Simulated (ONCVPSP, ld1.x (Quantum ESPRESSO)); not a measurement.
## Potentials for Si compared

Generated with ld1.x 7.5 (TM, RRKJ, ultrasoft, PAW), atompaw 4.2 or ONCVPSP 4.0.1. The cutoff is in Ry: for ld1.x and atompaw files where the sum of valence levels is converged to 10 mRy in a Bessel basis, for ONCV files where the hardest occupied wave has 1 mHa per electron of residual kinetic energy. The error is the largest all-electron minus pseudo excitation energy over each file’s own four to seven test configurations (ionisations up to +4, promotions, holes and added fractions of an electron), all of which were solved. The labels leave out finer settings (local radius, basis sizes, second energies), which also bear on the numbers. Spin-polarised tests are not counted. The rows are a selection from randomly drawn settings: files with unsolved tests, undetermined cutoffs or missed reference levels are left out.

A true bound ghost makes a file unfit for plane-wave use even where its test errors are small: the radial tests pick states by their node count and pass the ghost by.

```csv
potential,cutoff (Ry),largest error (meV),bound ghosts
"ONCV, PBEsol, scalar-relativistic, rc 1.75/1.65 (sp), local smoothed, core correction yes, reference 3s1, qcut 4.7/4.8, projectors 1/2",18,+96,none
"ONCV, LDA (Perdew-Zunger), scalar-relativistic, rc 0.90/0.80 (sp), local smoothed, core correction yes, reference 2s2 2p6 3s1.5 3p2.5, qcut 17.8/14.9, projectors 2/2",203,+3.4,none
"ONCV, PBE, scalar-relativistic, rc 1.80/2.20 (sp), local s, core correction no, reference 3s2 3p2, qcut 4.5/4.5, projectors 0/1",16,+68,none
"ONCV, PBE, non-relativistic, rc 1.70/2.20 (sp), local smoothed, core correction yes, reference 3s2 3p2, qcut 3.2/3.5, projectors 2/2",32,+54,none
```

Fill in the row for Si: TM, PBEsol, non-relativistic, rc 1.30/1.55/1.35 (spd), local smoothed, core correction no, reference 3s2 3p1.

cutoff 40 Ry, largest error +917 meV, bound ghosts: s.

Fill in the row for Si: ONCV, PW91, scalar-relativistic, rc 1.40/2.15 (sp), local s, core correction yes, reference 3s1.5 3p2.5, qcut 4.3/3.1, projectors 0/3.

cutoff 16 Ry, largest error +6.9 meV, bound ghosts: none.

Fill in the row for Si: ONCV, PBE, scalar-relativistic, rc 1.45/1.75 (sp), local smoothed, core correction no, reference 3s1.75 3p2.25, qcut 4/5.5, projectors 2/1.

cutoff 15 Ry, largest error -7.5 meV, bound ghosts: none.
